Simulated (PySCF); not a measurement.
# Frontier orbitals and the lowest excitations

Compound: ClH₉Si₄.
Geometry (PBE0-D3(BJ)/def2-SVP, Å), atoms numbered from 1 in this order:
```
atom  x, y, z in Å
Si1   -1.8659    1.0795   -0.2583
Si2    0.0533    0.1353    0.7017
Si3    1.9582    1.0761   -0.2905
Si4    0.0305   -2.1617    0.2451
Cl5   -1.9436   -2.8202    0.2322
H6    -3.1013    0.5090    0.3542
H7    -1.8502    2.5616   -0.0594
H8    -1.8535    0.7899   -1.7247
H9     0.0714    0.3475    2.1845
H10    1.8723    0.8644   -1.7685
H11    2.0265    2.5429   -0.0118
H12    3.2031    0.4223    0.2187
H13    0.7758   -2.9522    1.2675
H14    0.6097   -2.4369   -1.1033
```

Method: TDDFT CAM-B3LYP/def2-SVPD, vertical, gas phase, core orbitals frozen in the response (PySCF 2.14.0, density-fitted response routines).

Frontier orbitals with the atoms that hold most of them (Löwdin shares over 4%, at most four atoms; ? is withheld):

| orbital | ε (eV) | atoms |
| --- | --- | --- |
| LUMO+2 | 0.67 | Si4 21%, Si2 21%, Si1 13%, H13 10% |
| LUMO+1 | 0.63 | Si3 21%, Si2 20%, Si1 16%, H12 9% |
| LUMO | 0.03 | ? |
| HOMO | ? | ? |
| HOMO-1 | -9.39 | Si2 33%, Si1 24%, Si3 18%, H12 5% |
| HOMO-2 | -10.29 | Cl5 45%, Si4 15%, H14 10%, Si2 8% |
| HOMO-3 | -10.53 | Cl5 33%, Si2 18%, H9 12%, Si1 8% |

Give the leading atoms of the HOMO.

Si2 (bonded to 3 Si and H) 27%; Si4 (bonded to Cl, Si and 2 H) 22%; Cl5 (bonded to Si) 20%; Si3 (bonded to Si and 3 H) 9%. By element: silicon 59% or more, chlorine 20%.

Which atoms hold the LUMO, and with what shares?

Si4 (bonded to Cl, Si and 2 H) 25%; Si2 (bonded to 3 Si and H) 17%; Cl5 (bonded to Si) 17%; Si3 (bonded to Si and 3 H) 12%. By element: silicon 54% or more, chlorine 17%.

What is the HOMO energy, and the HOMO–LUMO gap?

ε(HOMO) = -9.20 eV; the gap is 9.23 eV (0.3392 hartree).

The HOMO–LUMO gap is 9.23 eV. Where does the response calculation put the lowest singlet, and from which orbitals?

S1 is at 6.01 eV (f = 0.032), 3.22 eV below the gap, made of HOMO→LUMO (90%). Without the coupling terms of the response equations the lowest excitation would equal the gap.

Give energy, strength and leading configuration of S1 and S2, and follow the Löwdin shares of the leading atoms from the occupied to the empty orbital.

- S1 (6.01 eV, f 0.032), HOMO→LUMO (90%): Si2 27% → 17%, Si4 22% → 25%
- S2 (6.55 eV, f 0.020), HOMO-1→LUMO (76%): Si2 33% → 17%, Si1 24% → at most 12%, Si4 at most 6% → 25%

One conformer stands for the species.
